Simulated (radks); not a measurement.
Values are calculated unless marked as measured or tabulated.
Question: The mean radii <r> (bohr) of the occupied orbitals of an atom or ion are listed with their occupations. Code: a radial shooting solver on a logarithmic mesh with Libxc functionals. Model: Dirac Kohn-Sham, LDA (Slater exchange, Perdew-Wang correlation), spin-unpolarised, spherical densities, point nucleus.

orbital  occ.      <r>
1s1/2       2  0.01967
2s1/2       2  0.08279
2p1/2       2  0.06874
2p3/2       4  0.07624
3s1/2       2   0.2165
3p1/2       2   0.2062
3p3/2       4   0.2203
3d3/2       4   0.1936
3d5/2       6   0.1979
4s1/2       2   0.4881
4p1/2       2   0.4957
4p3/2       4   0.5284
4d3/2       4   0.5537
4d5/2       6   0.5653
5s1/2       2    1.208
5p1/2       2    1.367
5p3/2       4    1.486
4f5/2       6   0.7740
6s1/2       1    3.500
4f7/2       8   0.7971

Name the element and its charge. Open shells, if any, are shared by 2j + 1.

Answer: Z = 70, ytterbium, charge +1: Yb+ in [Xe] 4f14 6s1. The 1s radius gives Z: for a bare nucleus <r> = (2 gamma + 1)/(2Z) with gamma = sqrt(1 - (Z/c)^2), 0.01942 bohr for Z = 70, and screening makes it slightly larger (0.01967 here). The occupations add up to 69, and the charge is Z minus that.
